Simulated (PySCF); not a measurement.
SMILES CS(C)=[OH+] (charge +1), singlet, B3LYP/def2-SVP optimised geometry.

```
11

C     -0.35    -0.23     0.00
S     -0.94    -1.04     1.49
C     -0.08    -0.17     2.80
O     -0.07    -2.42     1.44
H     -0.75    -0.79    -0.85
H     -0.75     0.79     0.00
H      0.75    -0.23     0.00
H      1.00    -0.17     2.59
H     -0.31    -0.69     3.74
H     -0.48     0.86     2.84
H     -0.67    -3.20     1.51
```

Density from PySCF with B3LYP/def2-TZVP at that geometry.

Minimum of the electron density along straight lines between bonded atoms, close to the bond critical point (lines longer than 1.1 times the sum of covalent radii, or with two minima, are not listed):

```csv
bond,length / Å,ρ at the minimum / e bohr⁻³,∇²ρ there / e bohr⁻⁵,position (fraction from the first atom)
C1–S2,1.801,0.194,-0.35,0.44
S2–C3,1.801,0.194,-0.35,0.56
S2–O4,1.634,0.215,-0.14,0.40
C1–H5,1.099,0.277,-0.97,0.66
C1–H6,1.101,0.275,-0.95,0.66
C1–H7,1.099,0.277,-0.97,0.66
C3–H8,1.099,0.277,-0.97,0.66
C3–H9,1.099,0.277,-0.97,0.66
C3–H10,1.101,0.275,-0.95,0.66
O4–H11,0.977,0.340,-2.34,0.81
```
